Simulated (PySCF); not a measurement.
Computed IR spectrum (relative IR intensity) of a molecule C3H8O2Si. Geometry optimised at PBE0-D3(BJ)/def2-SVP. One conformer was computed; it need not be the lowest. Computed with PBE0-D3(BJ)/def2-SVP (PySCF). Frequencies are harmonic and unscaled.

ν (cm⁻¹): 274 (w), 300 (w), 352 (m), 416 (m), 540 (w), 685 (w), 761 (w), 810 (m), 851 (vs), 891 (m), 914 (s), 1002 (w), 1006 (w), 1049 (w), 1171 (s), 1224 (s), 1270 (vw), 1416 (w), 1478 (vw), 1688 (w), 2258 (s), 3013 (m), 3092 (w), 3137 (w), 3235 (vw), 3920 (m) (against the strongest line: vs over 80 %, s over 45 %, m over 15 %, w over 4 %, vw less)

Identify the compound among the candidates.
A) C=C[SiH](O)OC
B) C[C@H]1O[Si@@H](C)O1
C) O[C@H]1C[C@@]1(O)[SiH3]
D) O[SiH2][C@H]1CCO1

A, C=C[SiH](O)OC
